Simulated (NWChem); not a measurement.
System: C₅H₅FSi; SMILES C#C[SiH2][C@H](F)C#C

```xyz
12

C      0.2576    -3.3459    -0.2590
C     -0.1732    -2.2316    -0.0415
Si    -0.8108    -0.5489     0.2606
C      0.4443     0.7483    -0.4012
F      1.6389     0.5811     0.3269
C     -0.0797     2.0940    -0.2301
C     -0.5589     3.1920    -0.0711
H      0.6354    -4.3279    -0.4424
H     -2.1013    -0.3682    -0.4514
H     -0.9786    -0.3147     1.7133
H      0.6787     0.5602    -1.4575
H     -0.9731     4.1655     0.0636
```
Atoms are numbered in this order, from 1.

All runs: NWChem. Medium grid unless said otherwise, to which SCAN and Minnesota functionals are sensitive. Coordinates come from a B3LYP/6-31G* (spherical d) optimisation. Hybrids' shares of exact exchange are those that their runs print; pure functionals count as 0. The functionals differ in more than this share.

```
row                                   share of exact exchange  highest occupied level (eV)
------------------------------------  -----------------------  ---------------------------
PBE/def2-SVP                                             0.00                        -6.42
LDA (Slater exchange, VWN5)/def2-SVP                     0.00                        -6.57
B3LYP/def2-SVP                                           0.20                        -7.44
PW6B95/def2-SVP                                          0.28                        -7.79
M06-2X/def2-SVP                                          0.54                     withheld
```

Problem. Fit a straight line of the last column on the one before it, predict the withheld value, and compare with the run.

Solution. 
1. Means of the 4 shown rows: x = 0.120, y = -7.055. Slope Σ(x − x̄)(y − ȳ)/Σ(x − x̄)² = -0.2828/0.06080 = -4.651; intercept -6.497.
2. The shown rows scatter about the line by 0.054 (root mean square); the largest residual is +0.08, at PBE/def2-SVP.
3. At x = 0.54 (M06-2X/def2-SVP; beyond the shown range) the line gives -9.01.
4. The run gives -8.93, +0.08 from the line, 1.5 times the scatter.
